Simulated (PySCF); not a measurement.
C4H10N2OSi2.
SMILES with atom numbers: `[CH3:1][c:2]1[n:3][cH:4][o:5][c:6]1[N:7]([SiH3:8])[SiH3:9]` (hydrogens: H10, H11, H12 on C1; H13 on C4; H14, H15, H16 on Si8; H17, H18, H19 on Si9)

Cartesian coordinates in Å at the GFN2-xTB level; atoms count from 1:
```
atom  x, y, z in Å
C1     1.934   -1.456   -0.453
C2     1.502   -0.077   -0.098
N3     2.441    0.904    0.114
C4     1.786    1.966    0.423
O5     0.448    1.786    0.438
C6     0.265    0.482    0.102
N7    -1.033    0.057    0.067
Si8   -1.485   -1.458   -0.669
Si9   -2.123    1.244    0.771
H10    2.954   -1.590   -0.103
H11    1.289   -2.198    0.012
H12    1.919   -1.608   -1.532
H13    2.185    2.929    0.663
H14   -0.720   -1.616   -1.903
H15   -1.237   -2.556    0.271
H16   -2.911   -1.335   -0.949
H17   -2.145    2.436   -0.074
H18   -3.418    0.571    0.784
H19   -1.662    1.529    2.128
```

Computed at PBE0/pcSseg-1 (PySCF, non-relativistic), with Q(14N) = 0.02044 b, Q(17O) = −0.0256 b: N3, 14N (I = 1): χzz = -4.605 MHz, η = 0.228; O5, 17O (I = 5/2): χzz = -8.417 MHz, η = 0.208; N7, 14N (I = 1): χzz = -3.556 MHz, η = 0.612.

(1) Where would the pure quadrupole (NQR) lines of 14N at N3 fall for the rigid, isolated species?

(2) Find the zero-field quadrupole resonance frequencies of 17O at O5.

(3) Where would the pure quadrupole (NQR) lines of 14N at N7 fall for the rigid, isolated species?

Results:

(1) From ν± = (3/4)|χ|(1 ± η/3) and ν0 = |χ|η/2: ν+ 3.716 MHz, ν− 3.191 MHz, ν0 0.525 MHz (pyridine-type nitrogen).

(2) From the eigenvalues of H = χ/[4I(2I − 1)] × [3Iz² − I(I + 1) + η(Ix² − Iy²)], steps between neighbouring levels, labelled as for η = 0: ±1/2↔±3/2 1.321 MHz, ±3/2↔±5/2 2.503 MHz (furan-type oxygen).

(3) From ν± = (3/4)|χ|(1 ± η/3) and ν0 = |χ|η/2: ν+ 3.211 MHz, ν− 2.123 MHz, ν0 1.088 MHz (nitrogen bridging silicon atoms).

In a crystal, neighbours and librations shift these lines. GFN2-xTB bond lengths can be off by several hundredths of an ångström, more for odd bonds, and the gradients follow them. A larger basis could move these couplings by a tenth or more.
